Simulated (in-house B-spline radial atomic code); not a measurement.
Ionising P II (P+) with different functionals

Computed with a B-spline radial code for spherical atoms: four-component Dirac-Coulomb Hamiltonian, Fermi nucleus of rms radius 3.1889 fm, spin-restricted, spherical fractional occupations for the functionals. The ionisation energy is the difference of two self-consistent energies, [Ne] 3s2 3p2 → [Ne] 3s2 3p1, without Breit or QED terms; ε is the level of the shell that loses the electron (mean over j). The electron is taken from both j subshells in proportion to 2j + 1, so the result is a j average, not the step between ground levels.

Hybrids are left out here: with spherical fractional occupations of an open shell their exact exchange keeps a self-interaction that integer-occupation calculations don't have.

```
           method  rung  ΔSCF (eV)  -ε(3p) (eV)
         LDA VWN5   LDA      19.25        14.30
 relativistic LDA   LDA      19.25        14.30
         LDA PW92   LDA      19.24        14.30
LDA exchange-only   LDA      17.98        13.08
              PBE   GGA      19.15        14.21
           PBEsol   GGA      19.11        14.18
             BLYP   GGA      19.01        14.06
             RPBE   GGA      19.13        14.20
             PW91   GGA      19.21        14.27
             BP86   GGA      19.25        14.31
             AM05   GGA      19.09        14.16
             OLYP   GGA      19.05        14.12
```

(1) How do they compare with the NIST value?

Results:

(1) NIST lists 19.769 eV (semi-empirical, ground level to ground level). Errors run from -1.79 to -0.52 eV. The correlated functionals all miss on the same side by more than they spread, so the cause is common to them (Breit-QED terms, spin polarisation, the choice among j levels, multiplet and fine-structure energies, or a listed next ion that isn't the cheapest removal here) and closeness doesn't rank the functionals.
